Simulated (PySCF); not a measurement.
**Where the electron goes**

SnBrMe3, C3H9BrSn.
Z-matrix (Å and degrees, PBE0-D3(BJ)/def2-SVP geometry), rows numbered from 1:
```
Sn
Br  1  2.5258
C   1  2.1447  2  105.49
H   3  1.0985  1  109.71  2   -56.66
H   3  1.1001  1  109.94  2  -176.76
H   3  1.0986  1  109.73  2    63.13
C   1  2.1447  2  105.62  3  -119.93
H   7  1.0986  1  109.80  2   -61.78
H   7  1.1002  1  109.96  2   178.08
H   7  1.0986  1  109.70  2    58.02
C   1  2.1450  2  105.72  3   119.82
H  11  1.0987  1  109.89  2    61.85
H  11  1.0986  1  109.63  2   -57.93
H  11  1.1002  1  109.99  2  -177.96
```

Method used: PySCF 2.14.0, density-fitted response routines, TDDFT B3LYP/def2-SVPD, vertical, gas phase, core orbitals frozen in the response, def2 core potentials past Kr. Spin–orbit coupling is left out.

Frontier orbitals with the atoms that hold most of them (Löwdin shares over 4%, at most four atoms; ? is withheld):

```json
{"orbital": "HOMO-3", "ε (eV)": "-8.41", "atoms": "C7 26%, Br2 21%, Sn1 18%, C11 11%"}
{"orbital": "HOMO-2", "ε (eV)": "-8.41", "atoms": "C3 22%, Br2 21%, Sn1 18%, C11 18%"}
{"orbital": "HOMO-1", "ε (eV)": "-7.38", "atoms": "Br2 72%, C11 8%, Sn1 8%, C7 7%"}
{"orbital": "HOMO", "ε (eV)": "-7.38", "atoms": "Br2 72%, C3 10%, Sn1 8%"}
{"orbital": "LUMO", "ε (eV)": "-0.64", "atoms": "?"}
{"orbital": "LUMO+1", "ε (eV)": "-0.26", "atoms": "Sn1 35%, Br2 11%, C11 8%, C7 8%"}
{"orbital": "LUMO+2", "ε (eV)": "0.64", "atoms": "Br2 16%, C11 15%, Sn1 12%, C3 11%"}
```

Which atoms hold the LUMO, and with what shares?

Br2 (bonded to Sn) 29%; Sn1 (bonded to Br and 3 C) 29%; C11 (bonded to Sn and 3 H) 9%; C7 (bonded to Sn and 3 H) 9%. By element: bromine 29%, tin 29%, carbon 18% or more.

Within 0.005 eV of a neighbour in this list lie HOMO-3/HOMO-2 and HOMO-1/HOMO.

How does S1 compare with the orbital gap of 6.74 eV?

S1 is at 5.76 eV (f = 0.049), 0.98 eV below the gap, made of HOMO-1/HOMO→LUMO (88%), HOMO-1/HOMO→LUMO+1 (9%). S1/S2 lie within about 0.01 eV of each other. Without the coupling terms of the response equations the lowest excitation would equal the gap.

Next come S2 at 5.76 eV (f 0.048), HOMO-1/HOMO→LUMO (88%), HOMO-1/HOMO→LUMO+1 (9%); S3 at 6.37 eV (f 0.039), HOMO-1/HOMO→LUMO+1 (89%), HOMO-1/HOMO→LUMO (9%); S4 at 6.37 eV (f 0.039), HOMO-1/HOMO→LUMO+1 (89%), HOMO-1/HOMO→LUMO (9%); S5 at 6.93 eV (f 0.038), HOMO-3/HOMO-2→LUMO (≥83%), HOMO-3/HOMO-2→LUMO+1 (≥10%).

Orbitals of the list HOMO-3 to LUMO+2 that lie within 0.01 eV of each other are written together with a slash and their weights summed (≥ marks a lower bound); for degenerate orbitals outside that list single weights are arbitrary.

Löwdin shares depend on the basis, the more so with diffuse functions.
